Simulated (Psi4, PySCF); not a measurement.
C$_{2}$H$_{4}$BBrO (SMILES C=CB(O)Br), singlet, geometry from GFN2-xTB, atoms displaced at random by about 0.03 Å a coordinate. Base run: R2SCAN/STO-3G, gradient in PySCF.

Here is a job for PySCF.
```python
from pyscf import gto, scf, dft

mol = gto.M(
    atom='''
B     0.617006    0.141071   -0.088216
Br   -1.183572    0.030274    0.596276
C     0.968076   -0.731706   -1.383940
C     2.136153   -0.733263   -1.977332
H     0.103701   -1.333519   -1.800271
H     2.383281   -1.339916   -2.811011
H     2.961537   -0.174395   -1.605873
O     1.557900    0.914458    0.499781
H     1.347426    1.533972    1.189365
''',
    basis='sto-3g',
    charge=0,
    spin=0,
    verbose=4,
)

mf = dft.RKS(mol)
mf.xc = 'r2scan'
mf.kernel()
g = mf.nuc_grad_method()
grad = g.kernel()
```

Programs used: Psi4, PySCF; a row that names a program was run with it.

The coordinate followed is x of atom 1.

Variants of this job, named by their change:

```
change                                                  dE/dx (Eh/bohr)  net force (Eh/bohr)
------------------------------------------------------  ---------------  -------------------
base                                                           0.009354             0.004672
density fitting = on                                           0.009359             0.004672
grid_response = on                                             0.009343             0.000000
conv_tol = 1e-11                                               0.009354             0.004672
finite difference step (bohr) = 1e-3; conv_tol = 1e-11         0.009343                    -
finite difference step (bohr) = 0.2; conv_tol = 1e-11          0.008878                    -
finite difference step (bohr) = 1e-5; conv_tol = 1e-11         0.009343                    -
density fitting = on; auxbasis_response = off                  0.009379             0.008047
code = psi4                                                    0.009481             0.005446
finite difference step (bohr) = 1e-4; conv_tol = 1e-11         0.009343                    -
conv_tol = 1e-4                                                0.009530             0.004671
finite difference step (bohr) = 0.05; conv_tol = 1e-11         0.009307                    -
```

The net force is zero for an exact gradient.
